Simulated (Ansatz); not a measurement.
Geometry optimisation, Ansatz 0.2.0, RKS PBE-D4/def2-SVP.

input.yaml

```yaml
crystal:
  periodic: [false, false, false]
  atoms:
    - { symbol: O, position_ang: [-1.7812, -1.2928, 1.0816] }
    - { symbol: C, position_ang: [-0.9073, -0.2706, 0.7173] }
    - { symbol: C, position_ang: [-0.1559, -0.4139, -0.3674] }
    - { symbol: B, position_ang: [1.0019, 0.6806, -0.7772] }
    - { symbol: O, position_ang: [1.0868, 1.8928, -0.0174] }
    - { symbol: Cl, position_ang: [1.9667, 0.4158, -2.2737] }
    - { symbol: H, position_ang: [-1.9136, -2.0956, 0.5324] }
    - { symbol: H, position_ang: [-0.7937, 0.6357, 1.3301] }
    - { symbol: H, position_ang: [-0.2019, -1.2901, -0.9199] }
    - { symbol: H, position_ang: [1.7812, 1.687, 0.6971] }
basis:
  gaussian: { orbitals: def2-SVP }
hamiltonian:
  xc: pbe
  dispersion: d4
relax:
  f_tol: 0.02
  max_steps: 50
```

Run as:

```bash
$ ansatz run input.yaml --threads 2 --pin off --max-ram 3072MiB --backend cpu --events-out ev --progress --plain --runs-dir out
```

Q: Where does it end, and by what steps?

A: It converged. After 9 steps the energy has fallen by 1.244 eV; H10 moved furthest, 0.88 Å.

| step | energy less start (eV) | largest force component (eV/Å) | accepted |
| --- | --- | --- | --- |
| 0 | 0.0000 | 3.550 | yes |
| 1 | -0.5264 | 1.652 | yes |
| 2 | -0.7569 | 1.500 | yes |
| 3 | -0.8730 | 1.295 | yes |
| 4 | -1.0055 | 2.073 | yes |
| 5 | -1.1648 | 0.823 | yes |
| 6 | -1.2252 | 0.338 | yes |
| 7 | -1.2408 | 0.048 | yes |
| 8 | -1.2436 | 0.080 | yes |
| 9 | -1.2441 | 0.013 | yes |

```xyz
10
Properties=species:S:1:pos:R:3
O -1.919 -1.237 1.084
C -0.926 -0.394 0.747
C -0.114 -0.467 -0.342
B 0.981 0.583 -0.583
O 1.165 1.627 0.279
Cl 2.056 0.454 -2.021
H -1.975 -1.939 0.403
H -0.827 0.416 1.491
H -0.256 -1.300 -1.054
H 1.896 2.206 -0.003
```

Time of the run: 23 s on 2 threads of AMD EPYC 7R43 64-Core Processor (Zen 3) (shared host), peak memory 0.16 GiB.
